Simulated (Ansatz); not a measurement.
One change: `BC(C)(F)[SiH3]` becomes `CC(F)([SiH3])Br`.

Ansatz, PBE0-D4/def2-TZVP geometries, multiplicity 1. 

Scalar relativity is left out up to krypton.

| property | `BC(C)(F)[SiH3]` |
| --- | --- |
| HOMO–LUMO gap (PBE/def2-TZVPP) / eV | 4.28 |
| LUMO energy (B3LYP/def2-TZVPP) / eV | -1.54 |
| HOMO–LUMO gap (PBE0/def2-TZVPP) / eV | 6.50 |
| size of the dipole moment (PBE/def2-TZVPP) / D | 1.69 |
| HOMO–LUMO gap (ωB97M-V/def2-TZVPP) / eV | 10.58 |
| HOMO energy (B3LYP/def2-TZVPP) / eV | -7.64 |

Q: What does the change do to each property? (An estimate is asked.)

A: Computed: 
```csv
property,`CC(F)([SiH3])Br`,shift
HOMO–LUMO gap (PBE/def2-TZVPP) / eV,5.16,0.88
LUMO energy (B3LYP/def2-TZVPP) / eV,-0.79,0.75
HOMO–LUMO gap (PBE0/def2-TZVPP) / eV,7.43,0.93
size of the dipole moment (PBE/def2-TZVPP) / D,1.90,0.21
HOMO–LUMO gap (ωB97M-V/def2-TZVPP) / eV,11.64,1.06
HOMO energy (B3LYP/def2-TZVPP) / eV,-7.74,-0.10
```

With PBE0 the HOMO falls by 0.13 eV and the LUMO rises by 0.80 eV, so the gap widens by about 0.93 eV. PBE moves the HOMO by -0.13 eV and ωB97M-V by -0.14 eV. Dipoles are sizes alone; their direction can turn.

B3LYP here is the variant with VWN-RPA as its local correlation; programs differ in this.

Spin–orbit coupling is left out; it splits and shifts lone-pair levels of the heavy atoms by tenths of an eV.
